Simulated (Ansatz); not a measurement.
```yaml
crystal:
  periodic: [false, false, false]
  atoms:
    - {symbol: Si, position_ang: [-0.131067, 0.939724, -0.246330]}
    - {symbol: C, position_ang: [0.016305, -0.847965, 0.153424]}
    - {symbol: Cl, position_ang: [0.783802, -1.148018, 1.735959]}
    - {symbol: Xx, position_ang: [0.950697, -1.700672, -1.109676]}
    - {symbol: H, position_ang: [-0.866219, 1.069995, -1.486782]}
    - {symbol: H, position_ang: [-1.030684, 1.574698, 0.854985]}
    - {symbol: H, position_ang: [1.182212, 1.571939, -0.293993]}
    - {symbol: H, position_ang: [-0.953446, -1.482012, 0.285462]}
basis:
  gaussian: {orbitals: 6-31G}
hamiltonian: {xc: {name: PBEsol}}
output: {forces: true}
```

```sh
$ ansatz run in.yaml --threads 2 --pin off --events-out ev --progress --plain --max-ram 4352MiB
```

It prints (some lines left out):

```
Error: YAML parse error: error: line 7 column 16: `Xx` is not an element symbol (H … Og, case-exact)
 --> <input>:7:16
5 |     - {symbol: C, position_ang: [0.016305, -0.847965, 0.153424]}
6 |     - {symbol: Cl, position_ang: [0.783802, -1.148018, 1.735959]}
7 |     - {symbol: Xx, position_ang: [0.950697, -1.700672, -1.109676]}
8 |     - {symbol: H, position_ang: [-0.866219, 1.069995, -1.486782]}
9 |     - {symbol: H, position_ang: [-1.030684, 1.574698, 0.854985]}
```

What is wrong with this run?

An element symbol is wrong. The input was rejected before any iteration.
